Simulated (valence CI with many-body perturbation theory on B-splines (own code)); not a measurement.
The numbers below are computed, except where a source is named.
## Zr X: input, log and results

Level of theory: valence CI with perturbative core correlation (CI+MBPT): three valence electrons over a frozen Dirac-Fock core [Ar] 3d10, a basis of 11 s, 11 p, 10 d, 8 f, 5 g, 2 h functions for each j, with the one-electron correlation potential Σ1 (screened to all orders), the two-electron term Σ2, the three-electron term Σ3, Breit, model QED; selected single and double excitations, second order for the rest, scaled by the run's own slope (own B-spline code, finite nucleus).

Command, and the settings that its task file holds:

```sh
python run_cv.py task.json out
```

```
atom Zr  Z=40  mass_number=90  rms_radius_fm=4.2694
core [Ar] 3d10
valence 4s2 4p1
avg = 1
basis = M
breit = 1
cap = 32000
capref = 2000
cscale = 1
de = 0.0
dress = 0
eps = 2e-08
extrap = 1
h = 0.27
hh = 1
l2 = 3
lcore = 6
maxit = 60
n2 = 5
natural = 1
nlev = 150
nno = [5, 5, 5, 4, 2, 1]
nroot = 36
nsp = [6, 6, 5, 4, 3, 1]
pt2 = 1
qed = 1
rpa = 1
s1 = 1
s2 = 1
s3 = 1
screen = 1
tol = 2e-05
whole = 1
```

(1) Roughly how long does this run take on one core of Arm Neoverse V1, and how much memory?

Log. The first blocks belong to the next ion, which gives the ionisation energy. Fields: 2J, parity (1 odd), roots, reference size, generating configurations, candidates as configurations/state functions, variational space P, stored matrix elements, Davidson steps; e2 is the range of second-order energies in hartree. The first line gives the box (bohr), its intervals, the orbitals and the steps of their self-consistent field. Window is the range of levels sought, series limit the energy at which the first omitted orbital would enter, core excitation an estimate of the first excitation out of the core, left out the lowest levels not solved, and shifts from estimates the range by which levels moved from their first estimate, all in cm⁻¹.

```
rmax 23.2 intervals 65 orbitals 83 references ['4s2 4p', '4s 4p2', '4s2 4d', '4p3', '4s 4p 4d'] scf 5 t 1.7
2J=0 par=0 roots 2 ref 20 generators 6 cand 380/380 P 400/400 nnz 0 it 0
2J=0 par=0 roots 2 ref 20 generators 9 cand 14/14 P 414/414 nnz 0 it 0
   second order: generators 18 cand 2/2 e2 -0.00000 -0.00000
reference levels 1121, estimated 738, window 968837 1/cm; series limit 1167921, core excitation 1416503
2J=1 par=1 roots 15 ref 77 generators 46 cand 1462/2188 P 4992/7345 nnz 5e+06 it 5
2J=1 par=1 roots 15 ref 77 generators 79 cand 4540/7338 P 9532/14683 nnz 1.7e+07 it 9
   second order: generators 155 cand 20904/32667 e2 -0.00004 -0.00000
2J=3 par=1 roots 22 ref 121 generators 50 cand 1111/2094 P 3690/7266 nnz 6.1e+06 it 5
2J=3 par=1 roots 22 ref 121 generators 91 cand 6347/14632 P 10037/21898 nnz 3.9e+07 it 11
   second order: generators 163 cand 26448/61342 e2 -0.00012 -0.00000
2J=1 par=0 roots 23 ref 98 generators 58 cand 1321/1994 P 4752/6992 nnz 4.7e+06 it 7
2J=1 par=0 roots 23 ref 98 generators 96 cand 4736/7376 P 9488/14368 nnz 1.6e+07 it 11
   second order: generators 193 cand 22451/35246 e2 -0.00003 -0.00000
2J=3 par=0 roots 32 ref 151 generators 64 cand 974/2110 P 3622/7323 nnz 6.1e+06 it 9
2J=3 par=0 roots 32 ref 151 generators 113 cand 7962/18629 P 11584/25952 nnz 5.2e+07 it 10
   second order: generators 231 cand 27878/63701 e2 -0.00008 -0.00000
2J=5 par=0 roots 31 ref 153 generators 56 cand 887/2098 P 3304/7288 nnz 6.3e+06 it 5
2J=5 par=0 roots 31 ref 153 generators 112 cand 8537/22696 P 11841/29984 nnz 7.1e+07 it 9
   second order: generators 207 cand 29742/80881 e2 -0.00008 -0.00000
2J=5 par=1 roots 17 ref 119 generators 40 cand 1004/2136 P 3305/7295 nnz 6.4e+06 it 6
2J=5 par=1 roots 17 ref 119 generators 85 cand 5905/16433 P 9210/23728 nnz 4.9e+07 it 8
   second order: generators 148 cand 29969/81529 e2 -0.00007 -0.00000
2J=7 par=1 roots 10 ref 93 generators 32 cand 983/2166 P 3259/7284 nnz 6.3e+06 it 5
2J=7 par=1 roots 10 ref 93 generators 70 cand 4863/14255 P 8122/21539 nnz 4.2e+07 it 7
   second order: generators 118 cand 29728/86782 e2 -0.00006 -0.00001
2J=9 par=1 roots 3 ref 52 generators 19 cand 1479/2950 P 3123/6424 nnz 5.2e+06 it 4
2J=9 par=1 roots 3 ref 52 generators 38 cand 2051/5158 P 5174/11582 nnz 1.5e+07 it 6
   second order: generators 69 cand 29066/85357 e2 -0.00011 -0.00002
2J=7 par=0 roots 18 ref 113 generators 32 cand 918/2155 P 3178/7302 nnz 6.3e+06 it 5
2J=7 par=0 roots 18 ref 113 generators 65 cand 6692/20116 P 9870/27418 nnz 6.5e+07 it 8
   second order: generators 149 cand 28239/80895 e2 -0.00006 -0.00001
2J=9 par=0 roots 10 ref 73 generators 22 cand 1223/2733 P 3052/6656 nnz 5e+06 it 5
2J=9 par=0 roots 10 ref 73 generators 51 cand 5419/16250 P 8471/22906 nnz 4.7e+07 it 7
   second order: generators 113 cand 24418/71072 e2 -0.00006 -0.00001
2J=11 par=0 roots 2 ref 31 generators 4 cand 1034/2172 P 2188/4687 nnz 2.8e+06 it 4
2J=11 par=0 roots 2 ref 31 generators 15 cand 1465/3745 P 3653/8432 nnz 8.5e+06 it 5
   second order: generators 34 cand 19175/55062 e2 -0.00003 -0.00003
2J=11 par=1 roots 1 ref 23 generators 9 cand 1064/2038 P 2437/4590 nnz 2.9e+06 it 4
2J=11 par=1 roots 1 ref 23 generators 22 cand 1677/4409 P 4114/8999 nnz 1e+07 it 5
   second order: generators 42 cand 20477/58644 e2 -0.00006 -0.00006
left out: unestimated 1240263, estimated 1031774, shifts from estimates -10 to 74
operators 3.7
```

The Davidson iterations converged.

No measured levels were compared; by estimate levels hold to about 250 cm⁻¹ or 0.2 % of their energy and the worst to 1 %, as in measured heavy ions of charge 2 to 7; those with d or f electrons hold less well.

- Valence energy: -22.92489 hartree
- Ionisation energy: 172.58 eV (NIST: 172.02 ± 0.05 eV (semi-empirical))
- Reference configurations for the orbitals: 4s2 4p, 4s 4p2, 4s2 4d, 4p3, 4s 4p 4d
- Radial orbitals: 83
- Box radius: 23.2 bohr
- Largest variational space: 29984
- Lowest levels: 4s²4p ²P°_1/2 0, 4s²4p ²P°_3/2 19885, 4s4p² ⁴P_1/2 166770, 4s4p² ⁴P_3/2 175870, 4s4p² ⁴P_5/2 185310, 4s4p² ²D_3/2 220090, 4s4p² ²D_5/2 223960, 4s4p² ²S_1/2 253730, 4s4p² ²P_1/2 274160, 4s4p² ²P_3/2 279870, 4s²4d ²D_3/2 356520, 4s²4d ²D_5/2 359340, 4p³ ⁴S°_3/2 [a] 419300, 4p³ ⁴S°_3/2 [b] 427710 cm⁻¹

Names give the largest LS component (configuration and term), which can be under half, so a name can repeat, a term be missing and a line seem to break the LS rules; names also repeat where a configuration has a term twice. Letters in brackets count levels of one name in rising energy.

## Answers

(1) 2.4 min on 1 thread of Arm Neoverse V1, with other jobs on the host, peak memory 0.96 GiB.
